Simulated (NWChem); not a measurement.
System: C$_{2}$H$_{6}$GeSi; SMILES [GeH2]1[SiH2]C=[CH]1

Here is an NWChem input.

```
start job
memory heap 200 mb stack 900 mb global 1100 mb
geometry units angstroms
  C      1.099200     1.407473     0.000000
  C      1.542780     0.129245     0.000000
  Ge    -0.097762    -0.988386     0.000000
  Si    -0.789024     1.316028     0.000000
  H      1.768971     2.269881     0.000000
  H      2.597749    -0.149629     0.000000
  H     -0.278986    -1.883227     1.255148
  H     -0.278986    -1.883227    -1.255148
  H     -1.465851     1.885737    -1.200748
  H     -1.465851     1.885737     1.200748
end
basis spherical
  * library 3-21g
end
dft
  xc b3lyp
  iterations 150
end
driver
  maxiter 120
end
task dft optimize
task dft freq
```

Output (shortened):

```
             Northwest Computational Chemistry Package (NWChem) 7.3.0
             --------------------------------------------------------

 CS  symmetry detected

                             Geometry "geometry" -> ""
                             -------------------------

 Output coordinates in angstroms (scale by  1.889725989 to convert to a.u.)

  No.       Tag          Charge          X              Y              Z
 ---- ---------------- ---------- -------------- -------------- --------------
    1 C                    6.0000     1.08260659     1.41902111     0.00000000
    2 C                    6.0000     1.50525480     0.13372016     0.00000000
    3 Ge                  32.0000    -0.15331867    -0.95697281     0.00000000
    4 Si                  14.0000    -0.80685889     1.35842180     0.00000000
    5 H                    1.0000     1.76637086     2.27037719     0.00000000
    6 H                    1.0000     2.55552930    -0.16234363     0.00000000
    7 H                    1.0000    -0.34913069    -1.84873523     1.25514800
    8 H                    1.0000    -0.34913069    -1.84873523    -1.25514800
    9 H                    1.0000    -1.47429266     1.93910700    -1.20074800
   10 H                    1.0000    -1.47429266     1.93910700     1.20074800

 Effective nuclear repulsion energy (a.u.)     322.1224800478

      Symmetry information
      --------------------

 Group name             Cs
 Group number              2
 Group order               2
 No. of unique centers     8

                                Z-matrix (autoz)
                                --------

 Units are Angstrom for bonds and degrees for angles

      Type          Name      I     J     K     L     M      Value
      ----------- --------  ----- ----- ----- ----- ----- ----------
    1 Stretch                  1     2                       1.35301
    2 Stretch                  1     4                       1.89044
    3 Stretch                  1     5                       1.09194
    4 Stretch                  2     3                       1.98506
    5 Stretch                  2     6                       1.09121
    6 Stretch                  3     4                       2.40586
    7 Stretch                  3     7                       1.55209
    8 Stretch                  3     8                       1.55209
    9 Stretch                  4     9                       1.49146
   10 Stretch                  4    10                       1.49146
   11 Bend                     1     2     3               105.12676
   12 Bend                     1     2     6               123.94523
   13 Bend                     1     4     3                76.07479
   14 Bend                     1     4     9               115.77209
   15 Bend                     1     4    10               115.77209
   16 Bend                     2     1     4               106.36555
   17 Bend                     2     1     5               123.02788
   18 Bend                     2     3     4                72.43290
   19 Bend                     2     3     7               114.90407
   20 Bend                     2     3     8               114.90407
   21 Bend                     3     2     6               130.92801
   22 Bend                     3     4     9               119.75296
   23 Bend                     3     4    10               119.75296
   24 Bend                     4     1     5               130.60656
   25 Bend                     4     3     7               121.24380
   26 Bend                     4     3     8               121.24380
   27 Bend                     7     3     8               107.93495
   28 Bend                     9     4    10               107.23619
   29 Torsion                  1     2     3     4           0.00000
   30 Torsion                  1     2     3     7        -116.92648
   31 Torsion                  1     2     3     8         116.92648
   32 Torsion                  1     4     3     2           0.00000
   33 Torsion                  1     4     3     7         108.93916
   34 Torsion                  1     4     3     8        -108.93916
   35 Torsion                  2     1     4     3           0.00000
   36 Torsion                  2     1     4     9        -116.61877
   37 Torsion                  2     1     4    10         116.61877
   38 Torsion                  2     3     4     9         111.97795
   39 Torsion                  2     3     4    10        -111.97795
   40 Torsion                  3     2     1     4           0.00000
   41 Torsion                  3     2     1     5         180.00000
   42 Torsion                  3     4     1     5         180.00000
   43 Torsion                  4     1     2     6         180.00000
   44 Torsion                  4     3     2     6         180.00000
   45 Torsion                  5     1     2     6           0.00000
   46 Torsion                  5     1     4     9          63.38123
   47 Torsion                  5     1     4    10         -63.38123
   48 Torsion                  6     2     3     7          63.07352
   49 Torsion                  6     2     3     8         -63.07352
   50 Torsion                  7     3     4     9        -139.08289
   51 Torsion                  7     3     4    10          -3.03879
   52 Torsion                  8     3     4     9           3.03879
   53 Torsion                  8     3     4    10         139.08289

                           NWChem Geometry Optimization
                           ----------------------------

[...]

      ----------------------
      Optimization converged
      ----------------------

  Step       Energy      Delta E   Gmax     Grms     Xrms     Xmax
  ---- ---------------- -------- -------- -------- -------- --------
@    4   -2434.30444220 -5.9D-07  0.00018  0.00005  0.00063  0.00147
                                     ok       ok       ok       ok

                                Z-matrix (autoz)
                                --------

 Units are Angstrom for bonds and degrees for angles

[...]

 Rotational Constants
 --------------------
 A=   0.204129 cm-1  (  0.293690 K)
 B=   0.098560 cm-1  (  0.141803 K)
 C=   0.069854 cm-1  (  0.100502 K)

 Temperature                      =   298.15K
 frequency scaling parameter      =   1.0000

 Zero-Point correction to Energy  =   40.235 kcal/mol  (  0.064118 au)
 Thermal correction to Energy     =   43.827 kcal/mol  (  0.069842 au)
 Thermal correction to Enthalpy   =   44.419 kcal/mol  (  0.070786 au)

 Total Entropy                    =   76.099 cal/mol-K
   - Translational                =   40.526 cal/mol-K (mol. weight = 131.9458)
   - Rotational                   =   26.531 cal/mol-K (symmetry #  =        1)
   - Vibrational                  =    9.042 cal/mol-K

 Cv (constant volume heat capacity) =   21.653 cal/mol-K
   - Translational                  =    2.979 cal/mol-K
   - Rotational                     =    2.979 cal/mol-K
   - Vibrational                    =   15.694 cal/mol-K

[normal modes left out]

 ----------------------------------------------------------------------------
 Normal Eigenvalue ||           Projected Infra Red Intensities
  Mode   [cm**-1]  || [atomic units] [(debye/angs)**2] [(KM/mol)] [arbitrary]
 ------ ---------- || -------------- ----------------- ---------- -----------
    1       -0.000 ||    0.000001           0.000         0.001       0.000
    2       -0.000 ||    0.000092           0.002         0.090       0.021
    3        0.000 ||    0.000001           0.000         0.001       0.000
    4        0.000 ||    0.000009           0.000         0.009       0.002
    5        0.000 ||    0.000001           0.000         0.001       0.000
    6        0.000 ||    0.000022           0.001         0.021       0.005
    7      202.402 ||    0.000058           0.001         0.056       0.013
    8      308.928 ||    0.002519           0.058         2.456       0.579
    9      371.065 ||    0.006868           0.158         6.695       1.579
   10      420.709 ||    0.001959           0.045         1.910       0.450
   11      503.142 ||    0.000636           0.015         0.620       0.146
   12      542.272 ||    0.001228           0.028         1.197       0.282
   13      599.056 ||    0.088826           2.049        86.592      20.421
   14      628.055 ||    0.000197           0.005         0.192       0.045
   15      656.561 ||    0.001657           0.038         1.615       0.381
   16      702.633 ||    0.042179           0.973        41.118       9.697
   17      744.815 ||    0.103465           2.387       100.863      23.787
   18      826.604 ||    0.174442           4.025       170.055      40.105
   19      896.666 ||    0.122370           2.823       119.292      28.133
   20      929.099 ||    0.118771           2.740       115.784      27.306
   21     1087.733 ||    0.000322           0.007         0.314       0.074
   22     1118.382 ||    0.004018           0.093         3.917       0.924
   23     1332.650 ||    0.009113           0.210         8.884       2.095
   24     1547.614 ||    0.001199           0.028         1.169       0.276
   25     2017.857 ||    0.151957           3.506       148.135      34.935
   26     2021.634 ||    0.161918           3.736       157.845      37.225
   27     2168.581 ||    0.129599           2.990       126.340      29.795
   28     2182.483 ||    0.140724           3.247       137.185      32.353
   29     3160.145 ||    0.003903           0.090         3.805       0.897
   30     3188.900 ||    0.036850           0.850        35.923       8.472
 ----------------------------------------------------------------------------
```

Level: B3LYP/3-21G. B3LYP is NWChem's, with the RPA form of VWN correlation.
